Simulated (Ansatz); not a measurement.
Reactions of `[CH3][Ge]([CH3])([F])[Cl]`.

Computed with Ansatz on PBE0-D4/def2-TZVP structures; ΔE is electronic, products minus reactants. CCSD(T)/CBS adds triple-zeta CCSD(T) − MP2 to the extrapolated MP2 energy (def2 sets, frozen cores). This one scheme is used for every species, atoms too. Functionals use def2-TZVPP. B3LYP here is the variant with VWN-RPA as its local correlation; programs differ in this. Open shells (•) are unrestricted, without spin–orbit coupling. Spin–orbit coupling would lower the free atoms: a little for C, Cl, F; clearly for Ge. For Ge outer-core shells are correlated without core-valence functions, so the limit isn't a true one: a few kJ/mol of doubt a bond, and 10 to 20 or more in all where bonds break to atoms. Scalar relativity is left out up to krypton. Each species was taken in one conformer, which may not be the lowest.

```
                                                                                   reaction  CCSD(T)/CBS(def2) (eV)
`[CH3][Ge]([CH3])([F])[Cl]` + `C[Si](C)(C)O` → `C[Si](C)(C)[O][Ge]([CH3])([CH3])[Cl]` + H–F                    0.07
                    `[CH3][Ge]([CH3])([F])[Cl]` → `[CH3][GeH]([F])[Cl]` + `[CH2]` (triplet)                       ?
                           `[CH3][Ge]([CH3])([F])[Cl]` + H₂ → `[CH3][GeH]([CH3])[Cl]` + H–F                    0.58
                                 `[CH3][Ge]([CH3])([F])[Cl]` → 2 C• + Cl• + F• + Ge• + 6 H•                   41.73
                    `[CH3][Ge]([CH3])([F])[Cl]` + CH₄ → `[CH3][Ge]([CH3])([CH3])[Cl]` + H–F                    0.85
         `[CH3][Ge]([CH3])([F])[Cl]` + `CCC(C)CO` → `[CH3][Ge]([OH])([F])[Cl]` + `CCC(C)CC`                   -0.86
                                       `[CH3][Ge]([CH3])([F])[Cl]` → `C[CH2][GeH]([F])[Cl]`                    0.59
                                       `[CH3][Ge]([CH3])([F])[Cl]` → `CF` + `[CH3][Ge][Cl]`                       ?
                    `[CH3][Ge]([CH3])([F])[Cl]` + SiH₄ → `[CH3][Ge]([F])([SiH3])[Cl]` + CH₄                   -0.17
                        `[CH3][Ge]([CH3])([F])[Cl]` + H–F → `[CH3][Ge]([F])([F])[Cl]` + CH₄                       ?
```

**Question.** Fill in the missing values. (An estimate is asked.)

**Answer.** Ansatz gave: `[CH3][Ge]([CH3])([F])[Cl]` → `[CH3][GeH]([F])[Cl]` + `[CH2]` (triplet): +5.03 eV; `[CH3][Ge]([CH3])([F])[Cl]` → `CF` + `[CH3][Ge][Cl]`: +2.88 eV; `[CH3][Ge]([CH3])([F])[Cl]` + H–F → `[CH3][Ge]([F])([F])[Cl]` + CH₄: -0.70 eV.

Largest T1 diagnostic: 0.012, for `[CH3][Ge][Cl]`.
